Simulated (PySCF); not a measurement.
Work out the structure from these simulated measurements.

Formula: C7H11ClO.

* 13C NMR: chemical shifts (computed TMS as zero) by class: 186.6 (1 C), 53.6 (1 C), 30.7 (2 C), 27.9 (1 C), 24.1 (2 C) ppm [GIAO PBE0/pcSseg-1]
* Dipole: 3.05 D [CAM-B3LYP/def2-SVPD]
* Rotational structure: rotational constants A, B, C: 2.379, 0.988, 0.843 GHz [PBE0-D3(BJ)/def2-SVP]
* Valence photoelectron: vertical ionisation energy: 10.51 eV [ΔSCF CAM-B3LYP/def2-SVPD]
* Triplet: lowest triplet excitation (Tamm–Dancoff): 4.60 eV [TDA CAM-B3LYP/def2-SVPD]
* UV, strongest line: among the 10 lowest singlet transitions: S10 at 8.39 eV (148 nm, f = 0.253) [TDDFT CAM-B3LYP/def2-SVPD]

The electronic properties come from PySCF, for the isolated species, density fitting. Levels stand in brackets. One conformer (not necessarily the lowest) at the PBE0-D3(BJ)/def2-SVP geometry, without solvent, vibrations or thermal averaging. Each NMR value is the plain mean over a class of atoms that symmetry, rotation or inversion makes alike.

Question: What is the compound? Reason from the data.

Answer: Numbering: `[O:1]=[C:2]([Cl:3])[CH:4]1[CH2:5][CH2:6][CH2:7][CH2:8][CH2:9]1`. Its formula, C7H11ClO, gives 2 degrees of unsaturation: 1 ring and 1 π bond in the structure found. 7 carbons fall into 5 classes; from least to most shielded: acyl halide carbon [C2] (186.6 ppm), sp3 carbon next to a carbonyl [C4] (53.6 ppm), ring CH2 carbon [C5/C9] (30.7 ppm, 2 C, up to 2.6 ppm apart in this geometry), ring CH2 carbon [C7] (27.9 ppm), ring CH2 carbon [C6/C8] (24.1 ppm, 2 C). The first electron is taken from the HOMO, whose largest Löwdin shares are 0.43 on the carbonyl oxygen, 0.24 on the chlorine bonded to C, 0.08 on the acyl halide carbon and 0.07 on the sp3 carbon next to a carbonyl. The optimised geometry has point group C1 and is an asymmetric top. Structure: `O=C(Cl)C1CCCCC1`. The assignments are read from this structure; whether some other isomer fits the data as well wasn't checked.
